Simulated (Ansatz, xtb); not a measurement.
# C5H8ClF: which of two isomers lies lower

Structure X is `F[C@@H]1CC[C@@H](Cl)C1`, a singlet and structure Y is `F[C@@H]1CCC[C@H]1Cl`, a singlet. Both are isolated molecules in the gas phase, relaxed with B3LYP/def2-SVP, each in the lowest conformer that the search found.

Estimate E(Y) − E(X) at the level CCSD(T)/def2-SVP + ΔMP2/def2-TZVPP.

CCSD(T)/def2-SVP + ΔMP2/def2-TZVPP gives E(Y) − E(X) = +0.26 kcal/mol, slightly favouring structure X, which is too small a margin to settle the true order.

The same difference at several levels:

| level | geometry | E(Y) − E(X) (kcal/mol) | departure from the last row (kcal/mol) | job, with rough time for the two |
| --- | --- | --- | --- | --- |
| GFN2-xTB | GFN2-xTB | +1.00 | +0.73 | optimisation, 1 s |
| HF/STO-3G | GFN2-xTB | +0.99 | +0.73 | single point, 2.3 s |
| r2SCAN-D4/def2-SVP | GFN2-xTB | +1.40 | +1.13 | single point, 14 s |
| B3LYP/def2-SVP | B3LYP/def2-SVP | +0.35 | +0.09 | optimisation, 4.6 min |
| HF/def2-SVP | B3LYP/def2-SVP | +0.27 | 0.00 | part of the CCSD(T) run |
| MP2/def2-SVP | B3LYP/def2-SVP | −0.34 | −0.61 | part of the CCSD(T) run |
| CCSD(T)/def2-SVP | B3LYP/def2-SVP | −0.27 | −0.53 | single point |
| CCSD(T)/def2-SVP + ΔMP2/def2-TZVPP | B3LYP/def2-SVP | +0.26 |  | single point, 4.1 min |

As drawn, both hold the same kinds of bond in the same numbers.

The largest departure from CCSD(T)/def2-SVP + ΔMP2/def2-TZVPP is that of r2SCAN-D4/def2-SVP, 1.13 kcal/mol. The last row adds to CCSD(T) the change of the MP2 difference between the two basis sets, here +0.53 kcal/mol.

With thermal terms from frequencies at re-optimised GFN2-xTB minima (ideal gas, soft modes damped towards free rotors, one conformer each, 298.15 K, 1 atm): the zero-point term adds +0.09 kcal/mol; ΔH is +0.38 and ΔG +0.33 kcal/mol.

The correlated steps freeze 11 core orbitals. Codes used: Ansatz 0.2.0, xtb 6.7.1; the last row on 2 threads of Intel(R) Xeon(R) Processor @ 2.50GHz (Skylake/Cascade Lake) on a shared host.
